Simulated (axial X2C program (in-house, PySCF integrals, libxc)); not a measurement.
## Density and ELF of TeP⁺

All values were computed with an axial X2C code built on PySCF integrals. Spin-free means the one-electron spin-free X2C Hamiltonian. Basis: Te dyall-cv3z [11s12p8d4f1g], P dyall-v3z [8s7p2d1f] (cores contracted in-house); Gaussian nuclei, density fitting, unrestricted open shells. Masses: Te 129.906 u, P 30.974 u.

PBE0, spin-free, state M_S = 0, Λ = 0 (closed shell); Te at z = 0, P at z = 2.166 Å.

The maps cover the half plane through the axis: z from -2.4 to 4.5 Å along the bond, ρ from 0.15 to 2.25 Å away from it (steps of 0.3 Å, the bottom row nearest the axis).

log10 of the density in e/bohr³:

digits 0 to 9 span -4.95 to 1.83 evenly
```
001122222222222222211000
011223333333333332221100
112233444444444333332210
122334444444444444433211
123344555555555555443321
223445566655555555544321
233455677765556665554322
233455789876667886554332
```

Electron localisation function (collinear form, no current term, damped to 0 at low density):

digits 0 to 9 span 0.00 to 1.00 evenly
```
000000112221110000000000
000012344443322111100000
000245666655543344431000
002467776666655667764100
014677654456776788887410
025787422236775469998730
036775267624760204999850
146873457543734780999861
```

One determinant describes the state; a PBE0 search over occupations chose it and may have missed a lower one.
